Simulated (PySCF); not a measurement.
## Telling isomers of C6H14O apart by NMR

PySCF calculation with NMR shieldings at PBE0/pcSseg-1/GIAO and GFN2-xTB structure; gas phase, one conformer, fast rotation and ring inversion assumed for equivalent nuclei, non-relativistic Hamiltonian.

Chemical shifts δ = σref − σ; TMS for $^{1}$H (σref 31.72), $^{13}$C (σref 186.93), all at this level. Where no couplings were computed, multiplicities follow the n + 1 count of equivalent neighbours, and m marks all less simple cases (inequivalent or close neighbours, rings, F or P nearby). Shifts are as computed. Against solution values, carbons near 30 ppm lie about +3 ppm off and those near 130 ppm about +5 ppm. Of 1211 compounds with measured shifts, 218 miss one by over three times the rms of a fit or turn the order of signals round; such compounds aren't used in these exercises.

(1) Tabulate the signals of `COCC(C)(C)C`, `CCCOC(C)C`, `CCOC(C)(C)C` and their relative energies.

(2) What is the quickest way to tell COCC(C)(C)C from CCOC(C)(C)C?

(3) What is the quickest way to tell CCCOC(C)C from CCOC(C)(C)C?

(4) What is the quickest way to tell COCC(C)(C)C from CCCOC(C)C?

## Answers

(1) 
| SMILES | carbon types | δC | δH | E rel. (kcal/mol) |
| --- | --- | --- | --- | --- |
| COCC(C)(C)C | 1×C 1×CH2 4×CH3 | 87.2, 61.4, 34.8, 28.2 | 3.56 (s, 3H), 3.04 (s, 2H), 0.94 (s, 9H) | 3.4 |
| CCCOC(C)C | 1×CH 2×CH2 3×CH3 | 76.8, 76.0, 28.3, 24.0, 11.7 | 3.57 (sept, 1H), 3.44 (t, 2H), 1.70 (m, 2H), 1.18 (d, 6H), 0.94 (t, 3H) | 1.0 |
| CCOC(C)(C)C | 1×C 1×CH2 4×CH3 | 74.5, 60.5, 29.6, 18.6 | 3.58 (q, 2H), 1.25 (t, 3H), 1.24 (s, 9H) | 0.0 |

Energies are electronic energies at PBE0/pcSseg-1 on these geometries, without zero-point or thermal terms, each for the one conformer computed, which needn't be the lowest.

(2) Both give the same number of carbon signals, with the same numbers of each carbon type, so the positions decide. The first has a quaternary sp3 carbon (C) at 34.8 ppm, the second a fully substituted sp3 carbon bonded to O (C) at 74.5 ppm. Their most deshielded carbons lie at 87.2 and 74.5 ppm.

(3) Count the carbon signals: 5 against 4. The first has an sp3 CH bonded to O at 76.8 ppm, the second a fully substituted sp3 carbon bonded to O (C) at 74.5 ppm.

(4) Count the carbon signals: 4 against 5. The first has a quaternary sp3 carbon (C) at 34.8 ppm, the second an sp3 CH bonded to O at 76.8 ppm. Their most deshielded carbons lie at 87.2 and 76.8 ppm.
